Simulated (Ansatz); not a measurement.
trans-Hf(H2O)2Cl4 (HfCl4O2H4). The state is a singlet with charge 0. Geometry PBE0-D4/def2-SVP.

```xyz
11

Cl   -0.731   -1.192   -1.861
Cl    1.617    0.359    1.870
Cl    0.618    1.973   -1.085
Cl   -1.475   -1.251    1.572
Hf    0.007   -0.027    0.121
O     1.732   -1.343   -0.424
O    -1.734    1.347    0.411
H     2.594   -1.257    0.007
H     1.785   -1.789   -1.280
H    -2.566    1.035    0.793
H    -1.847    2.145   -0.125
```

In the def2 sets Hf takes a core potential; there is no spin–orbit coupling. No other spin state of charge 0 was run. Another isomer (singlet) lies 0.21 eV lower at PBE0-D4/def2-TZVP; other spin states weren't run for this one.

**Question.** Estimate the orbital energies around the gap (eV) in Ansatz with LDA (SPW92)/def2-TZVP, PBE-D4/def2-SVP, PBE0-D4/def2-SVP, PBE0-D4/def2-TZVP, BHLYP-D4/def2-TZVP.

**Answer.** 
```csv
orbital,LDA (SPW92)/def2-TZVP,PBE-D4/def2-SVP,PBE0-D4/def2-SVP,PBE0-D4/def2-TZVP,BHLYP-D4/def2-TZVP
HOMO−9,-8.66,-8.33,-9.86,-9.94,-11.23
HOMO−8,-8.24,-7.93,-9.40,-9.52,-10.78
HOMO−7,-8.24,-7.93,-9.40,-9.52,-10.78
HOMO−6,-7.95,-7.62,-9.12,-9.22,-10.48
HOMO−5,-7.95,-7.62,-9.12,-9.22,-10.48
HOMO−4,-7.87,-7.55,-9.00,-9.10,-10.35
HOMO−3,-7.61,-7.29,-8.72,-8.83,-10.05
HOMO−2,-7.31,-7.00,-8.43,-8.53,-9.75
HOMO−1,-7.31,-7.00,-8.43,-8.53,-9.74
HOMO,-6.99,-6.66,-8.08,-8.20,-9.40
LUMO,-2.47,-2.05,-1.31,-1.41,-0.45
LUMO+1,-2.43,-2.02,-1.28,-1.37,-0.40
LUMO+2,-2.34,-1.91,-1.18,-1.31,-0.30
LUMO+3,-1.63,-1.17,-0.33,-0.62,0.05
LUMO+4,-0.95,-0.65,0.18,0.09,0.75
LUMO+5,0.05,0.62,1.40,1.08,2.03
```
